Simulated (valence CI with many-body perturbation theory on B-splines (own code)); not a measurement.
# Hf64+: fill in the table

Computed by relativistic CI+MBPT: six valence electrons over a frozen Dirac-Fock core [He], radial functions for each j: 9 s, 9 p, 8 d, 6 f, 3 g, 1 h, with the one-electron correlation potential Σ1, the two-electron term Σ2, the three-electron term Σ3, Breit, model QED; selected CI, second order for the rest (own B-spline code, finite nucleus).

No measured spectrum was set against this ion. As an estimate, large intervals hold to a few tenths of a per cent, small ones and those within an open d or f shell to about a per cent. Among the levels kept, up to 4900 cm⁻¹ of a level comes from second order outside the variational space, and about a tenth of that is noise between levels of different J, which matters for small intervals.

```tsv
Level	E (eV)
(2s^2 2p1/2^2 2p3/2^2) J=2	0.0
(2s^2 2p1/2^2 2p3/2^2) J=0	?
(2s^2 2p1/2 2p3/2^3) J=1	1232.8
(2s^2 2p1/2 2p3/2^3) J=2	?
(2s 2p1/2^2 2p3/2^3) J=2	?
(2s 2p1/2^2 2p3/2^3) J=1	1704.1
(2s^2 2p3/2^4) J=0	2508.2
(2s 2p1/2 2p3/2^4) J=0	2867.5
(2s 2p1/2 2p3/2^4) J=1	2905.2
(2p1/2^2 2p3/2^4) J=0	3365.0
(2s^2 2p1/2^2 2p3/2 3s) J=2	8172.6
(2s^2 2p1/2^2 2p3/2 3s) J=1	8181.4
(2s^2 2p1/2^2 2p3/2 3p1/2) J=1	8289.4
(2s^2 2p1/2^2 2p3/2 3p1/2) J=2	8290.9
(2s^2 2p1/2^2 2p3/2 3p3/2) J=3	?
(2s^2 2p1/2^2 2p3/2 3p3/2) J=1	?
(2s^2 2p1/2^2 2p3/2 3p3/2) J=2	?
(2s^2 2p1/2^2 2p3/2 3p3/2) J=0	8695.5
(2s^2 2p1/2^2 2p3/2 3d3/2) J=2	8759.0
(2s^2 2p1/2^2 2p3/2 3d3/2) J=3	8766.9
```

Levels are named by their leading jj configuration (3d3/2^4 stands for four electrons in 3d with j = 3/2), which in mixed levels can hold well under half, so a name can repeat and another be missing.

(1) The levels stand in rising order. What does the calculation give for the missing energies?

Results:

(1) (2s^2 2p1/2^2 2p3/2^2) J=0 58.5; (2s^2 2p1/2 2p3/2^3) J=2 1251.5; (2s 2p1/2^2 2p3/2^3) J=2 1623.3; (2s^2 2p1/2^2 2p3/2 3p3/2) J=3 8641.9; (2s^2 2p1/2^2 2p3/2 3p3/2) J=1 8642.3; (2s^2 2p1/2^2 2p3/2 3p3/2) J=2 8670.1.
